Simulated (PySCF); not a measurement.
## Polarisability and C₆ of V(2+) (vanadium, charge +2)

[Ar] 3d2 4s1, high-spin 4F determinant (an excited configuration). All numbers are calculated (PySCF 2.14, no relativity, point nucleus, in aug-cc-pVTZ with one added diffuse shell each of s, p, d, f, g type (9s8p6d4f3g, 118 functions)). Coupled (time-dependent) response in atomic units; α is the mean over directions.

| method | mean α (bohr³) | C₆ (like pair) | S(−4) |
| --- | --- | --- | --- |
| UHF | 30.96 | 145.5 | 931.5 |
| PBE | 24.11 | 105.7 | 536.4 |

S(−4) is the Cauchy moment in α(ω) = α(0) + S(−4) ω² + …

α(iu) at UHF:

| u (hartree) | α(iu) (bohr³) |
| --- | --- |
| 0 | 30.96 |
| 0.0500 | 28.80 |
| 0.100 | 23.93 |
| 0.200 | 14.76 |
| 0.300 | 9.544 |
| 0.500 | 5.189 |
| 0.750 | 3.269 |
| 1.00 | 2.402 |
| 1.50 | 1.556 |
| 2.00 | 1.115 |
| 3.00 | 0.6541 |
| 5.00 | 0.3013 |

For an ion, C₆ is the dispersion term alone; charge-induced terms of lower order in 1/R come first.
